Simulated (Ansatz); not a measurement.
Start from `N[SiH]1C[SiH2]1` and change one atom or group to get `N[Si@@H]1[SiH2][C@H]1F`.

Ansatz, PBE0-D4/def2-TZVP geometries, multiplicity 1. Each molecule was computed in one conformer, which needn't be the lowest.

```
                                        property  `N[SiH]1C[SiH2]1`
             LUMO energy (B3LYP/def2-TZVPP) / eV              -0.14
           LUMO energy (ωB97M-V/def2-TZVPP) / eV               1.73
           HOMO energy (ωB97M-V/def2-TZVPP) / eV              -8.46
size of the dipole moment (B3LYP/def2-TZVPP) / D               1.50
         HOMO–LUMO gap (ωB97M-V/def2-TZVPP) / eV              10.19
              HOMO energy (PBE0/def2-TZVPP) / eV              -6.45
```

Task: What does the change do to each property? (Best estimate.)

Result: Computed: 
```
                                        property  `N[Si@@H]1[SiH2][C@H]1F`  shift
             LUMO energy (B3LYP/def2-TZVPP) / eV                     -1.19  -1.05
           LUMO energy (ωB97M-V/def2-TZVPP) / eV                      0.86  -0.87
           HOMO energy (ωB97M-V/def2-TZVPP) / eV                     -8.12   0.34
size of the dipole moment (B3LYP/def2-TZVPP) / D                      3.86   2.36
         HOMO–LUMO gap (ωB97M-V/def2-TZVPP) / eV                      8.98  -1.21
              HOMO energy (PBE0/def2-TZVPP) / eV                     -6.10   0.35
```

With PBE0 the HOMO rises by 0.35 eV and the LUMO falls by 1.07 eV, so the gap narrows by about 1.42 eV. PBE moves the HOMO by 0.38 eV and ωB97M-V by 0.34 eV. Dipoles are sizes alone; their direction can turn.

B3LYP here is the variant with VWN-RPA as its local correlation; programs differ in this.
